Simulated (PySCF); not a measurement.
# `C#C[C@@H](C=C)[Se@@](C)=O`, C$_{6}$H$_{8}$OSe

Geometry:
```
atom   x (Å)   y (Å)   z (Å)
  C1  -0.396   2.362   1.248
  C2  -0.387   1.256   0.786
  C3  -0.396  -0.053   0.205
  C4  -1.742  -0.514  -0.229
  C5  -2.121  -1.780  -0.180
 Se6   0.779  -0.082  -1.482
  C7   2.403   0.515  -0.543
  O8   1.029  -1.646  -1.698
  H9  -0.403   3.322   1.671
 H10   0.103  -0.795   0.840
 H11  -2.395   0.253  -0.627
 H12  -3.087  -2.095  -0.533
 H13  -1.475  -2.549   0.210
 H14   2.234   1.485  -0.089
 H15   2.645  -0.240   0.204
 H16   3.202   0.568  -1.280
```

Computed, not measured: GIAO wB97X-D/pcSseg-1 magnetisability, rotational g tensor and spin-rotation constants, non-relativistic, gas phase (PySCF). Geometry: GFN2-xTB.

The calculation is non-relativistic, which matters for the atoms heavier than Zn.

Q: Give the nuclear spin-rotation constants along the inertial axes (H = +C I·J) beside the isotropic shieldings.

A: Rotational constants 1.7429, 1.3993, 0.8593 GHz. A star marks the isotopologue with that one atom substituted, in its own axes.
| atom | isotope | Caa (kHz) | Cbb (kHz) | Ccc (kHz) | mean (kHz) | σ (ppm) |
| --- | --- | --- | --- | --- | --- | --- |
| H9 | 1H | -0.143 | -0.021 | -0.097 | -0.087 | 29.6 |
| H10 | 1H | -0.176 | -0.171 | 0.040 | -0.102 | 28.5 |
| H11 | 1H | -0.128 | -0.143 | 0.049 | -0.074 | 25.7 |
| H12 | 1H | -0.139 | 0.024 | -0.053 | -0.056 | 26.2 |
| H13 | 1H | -0.151 | -0.123 | 0.045 | -0.076 | 26.1 |
| H14 | 1H | -0.110 | -0.022 | -0.091 | -0.074 | 29.1 |
| H15 | 1H | -0.210 | -0.141 | 0.027 | -0.108 | 29.5 |
| H16 | 1H | 0.046 | -0.140 | -0.097 | -0.064 | 29.2 |
| C1 | 13C* | 0.450 | 0.218 | 0.265 | 0.311 | 102.3 |
| C2 | 13C* | 0.483 | 0.129 | 0.307 | 0.306 | 102.6 |
| C3 | 13C* | 0.317 | 0.347 | 0.176 | 0.280 | 122.3 |
| C4 | 13C* | 0.422 | 0.464 | 0.346 | 0.411 | 47.5 |
| C5 | 13C* | 0.393 | 0.444 | 0.336 | 0.391 | 55.8 |
| Se6 | 77Se* | 4.349 | 3.707 | 2.232 | 3.429 | 792.3 |
| C7 | 13C* | 0.354 | 0.209 | 0.143 | 0.235 | 147.6 |
| O8 | 17O* | -0.114 | -0.378 | -0.109 | -0.200 | 209.7 |

For the geometry as given, no vibrational averaging.

Q: How do the rotational constants and the g tensor change when H9, H10, H11, H12, H13, H14, H15, H16 are replaced by deuterium?

A: Constants 1.5016, 1.2638, 0.7710 GHz; g -0.0117, -0.0108, -0.0076, against -0.0107, -0.0142, -0.0084 before.
